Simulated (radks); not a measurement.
The bromine ion Br2+ inside a hard spherical wall (all orbitals vanish at R), configuration held at [Ar] 3d10 4s2 4p3 and not refilled when levels cross. Calculated with a radial shooting solver on a logarithmic mesh with Libxc functionals: non-relativistic Kohn-Sham, PBEsol, spin-polarised, spherical densities, point nucleus; open shells are filled with parallel spins first. Eigenvalues in eV for spin up, with the zero of energy where the potential of the charges vanishes at infinity; a dash marks a level that is unbound or too diffuse for the functional's potential to be trusted. A positive occupied level is held by the wall or, in an anion where self-interaction has pushed it up, behind a barrier. The pressure on the wall is -dE/dV.

R (bohr)  E (hartree)  kinetic (hartree)    e(3p)    e(3d)    e(4s)    e(4p)  e(4d, empty)  e(5s, empty)  pressure (GPa)
free      -2570.89661           2569.279  -195.40  -92.305  -42.178  -29.389       -12.364       -12.046               0
20        -2570.89661           2569.279  -195.40  -92.305  -42.178  -29.389       -12.364       -12.046        < 0.0001
10        -2570.89661           2569.279  -195.40  -92.305  -42.178  -29.389       -12.363       -12.038        < 0.0001
6         -2570.89607           2569.287  -195.37  -92.278  -42.159  -29.368       -12.079       -10.702          0.0872
5         -2570.89047           2569.345  -195.18  -92.091  -42.027  -29.210       -11.325        -7.853            1.37
4         -2570.83348           2569.788  -194.00  -90.927  -41.178  -28.139        -8.541         1.240            21.1
3.5       -2570.70104           2570.611  -192.17  -89.117  -39.724  -26.267        -4.873        12.284            83.9
2.5       -2569.06437           2577.807  -180.97  -78.113  -27.138  -10.626        18.841        78.889            1560
1.5       -2548.75230           2643.344  -130.13  -25.391   91.282   118.39        162.66        460.54           66800
